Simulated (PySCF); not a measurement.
## A survey of 17O NMR shifts

[PySCF 2.14.0 with density-fitted response routines: σ from GIAO-PBE0/pcSseg-1; geometry from GFN2-xTB; gas phase; a single conformation; non-relativistic Hamiltonian; one averaged value for each set of equivalent atoms]

Shieldings were converted by a linear fit to measured shifts: 17O (scatter 10.7 ppm rms, 12.2 ppm with the 3 outliers that the fit left out vs liquid water, solution or neat liquid). A few per cent of atoms miss by over 2 rms, more outside the fitted compound classes.

Question: Give the 17O shifts of `CCCN[SiH2]OC`, `CO[SiH2]NC(C)C`, `O=C[SiH2]O[SiH2]O[SiH3]`, `O=C[SiH2]O[SiH2]O[SiH3]`, `[SiH3]OC1O[SiH2][SiH2]O1`, `CC(C)(C)O[SiH2]N`.

Answer: 
```tsv
compound	environment	δ (ppm)
CCCN[SiH2]OC	oxygen bonded to C, Si	-43.6
CO[SiH2]NC(C)C	oxygen bonded to C, Si	-41.0
[O:1]=[CH:2][SiH2:3][O:4][SiH2:5][O:6][SiH3:7]	O1: carbonyl oxygen	848.9
[O:1]=[CH:2][SiH2:3][O:4][SiH2:5][O:6][SiH3:7]	O4: oxygen bonded to 2 Si	8.6
[O:1]=[CH:2][SiH2:3][O:4][SiH2:5][O:6][SiH3:7]	O6: oxygen bonded to 2 Si	0.6
[O:1]=[CH:2][SiH2:3][O:4][SiH2:5][O:6][SiH3:7]	O1: carbonyl oxygen	848.8
[O:1]=[CH:2][SiH2:3][O:4][SiH2:5][O:6][SiH3:7]	O4: oxygen bonded to 2 Si	8.6
[O:1]=[CH:2][SiH2:3][O:4][SiH2:5][O:6][SiH3:7]	O6: oxygen bonded to 2 Si	0.6
[SiH3:1][O:2][CH:3]1[O:4][SiH2:5][SiH2:6][O:7]1	O4/7: oxygen bonded to C, Si, in a 5-membered ring (×2)	54.1
[SiH3:1][O:2][CH:3]1[O:4][SiH2:5][SiH2:6][O:7]1	O2: oxygen bonded to C, Si	47.9
CC(C)(C)O[SiH2]N	oxygen bonded to C, Si	44.1
```
